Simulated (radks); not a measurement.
Task: Species: the ytterbium ion Yb37+. Configuration: [Ar] 3d10 4s2 4p3. All-electron calculation, scalar-relativistic Kohn-Sham, r2SCAN, spin-polarised, spherical densities, finite nucleus; open shells are filled with parallel spins first (spin-orbit coupling, left out, can overturn this in heavy ions); meta-GGA in the generalised Kohn-Sham scheme; Fermi nuclear charge, rms radius 5.3108 fm. Program: a radial shooting solver on a logarithmic mesh with Libxc functionals. Some entries of the table are withheld. Estimate them.

orbital,occ.,eigenvalue (eV),r(max) (bohr),<1/r> (bohr^-1)
1s up,1,-62936.31,0.01237,80.61
1s down,1,-62932.10,0.01237,80.62
2s up,1,-12018.96,0.07051,18.84
2s down,1,-12018.03,0.07052,18.84
2p up,3,-10784.82,0.05751,17.28
2p down,3,-10782.07,0.05753,17.28
3s up,1,-3898.132,0.1978,7.069
3s down,1,-3895.837,0.1979,7.065
3p up,3,(1),0.1947,6.587
3p down,3,(2),0.1948,6.585
3d up,5,-3076.828,0.1584,6.232
3d down,5,-3073.530,0.1585,6.233
4s up,1,(3),0.4254,3.385
4s down,1,(4),0.4252,3.387
4p up,3,(5),0.4361,3.192
4p down,0,(6),0.4359,3.193

Result: 
(1) 3p up eigenvalue (eV): -3522.901
(2) 3p down eigenvalue (eV): -3519.790
(3) 4s up eigenvalue (eV): -1817.691
(4) 4s down eigenvalue (eV): -1798.268
(5) 4p up eigenvalue (eV): -1676.089
(6) 4p down eigenvalue (eV): -1657.045
